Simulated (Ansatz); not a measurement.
A calculation with Ansatz (development build ahead of 0.2.0).

```yaml
crystal:
  periodic: [false, false, false]
  atoms:
    - { symbol: B, position_ang: [1.33008, 0.0, 0.0] }
    - { symbol: "N", position_ang: [0.64757, 1.12163, 0.0] }
    - { symbol: B, position_ang: [-0.66504, 1.15188, 0.0] }
    - { symbol: "N", position_ang: [-1.29514, 0.0, 0.0] }
    - { symbol: B, position_ang: [-0.66504, -1.15188, 0.0] }
    - { symbol: "N", position_ang: [0.64757, -1.12163, 0.0] }
    - { symbol: H, position_ang: [2.44316, 0.0, 0.0] }
    - { symbol: H, position_ang: [1.1128, 1.92743, 0.0] }
    - { symbol: H, position_ang: [-1.22158, 2.11584, 0.0] }
    - { symbol: H, position_ang: [-2.22561, 0.0, 0.0] }
    - { symbol: H, position_ang: [-1.22158, -2.11584, 0.0] }
    - { symbol: H, position_ang: [1.1128, -1.92743, 0.0] }
basis:
  gaussian: { orbitals: cc-pVDZ }
hamiltonian:
  xc: hf
```

The input is written out in the form of the current development build from the run's settings.

Output:

* Converged: yes
* Total energy: -241.06837 hartree
* Spin squared of the determinant: 0.000

Caution: no unrestricted run beside it, a lower state can exist.
